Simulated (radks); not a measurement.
The fluorine anion F-, [Ne], held by a Watson sphere: a shell of charge +1 at radius R that stands for the Madelung well of a crystal (potential energy -1/R inside, -1/r outside, in hartree with lengths in bohr). All-electron calculation, non-relativistic Kohn-Sham, LDA (Slater exchange, VWN5 correlation), spin-polarised, spherical densities, point nucleus. Program: a radial shooting solver on a logarithmic mesh with Libxc functionals. Response by self-consistent Sternheimer equations with the Hartree and adiabatic LDA kernel. The sphere does not respond.

| R (bohr) | e(1s) (eV) | e(2s) (eV) | e(2p) (eV) | <r> 2p (bohr) | sum of <r^2> (bohr^2) | X-ray form factor at sin(theta)/lambda = 0.3 1/angstrom | alpha (bohr^3) |
|---|---|---|---|---|---|---|---|
| 2.18 | -653.27 | -26.647 | -8.766 | 1.233 | 15.35 | 5.076 | 8.553 |
| 2.41 | -652.86 | -25.995 | -8.156 | 1.248 | 15.77 | 5.061 | 9.582 |
| 3.1 | -651.66 | -24.421 | -6.632 | 1.279 | 16.76 | 5.043 | 12.78 |
| 3.23 | -651.45 | -24.176 | -6.390 | 1.284 | 16.91 | 5.041 | 13.39 |
| 3.41 | -651.17 | -23.859 | -6.075 | 1.289 | 17.11 | 5.040 | 14.22 |
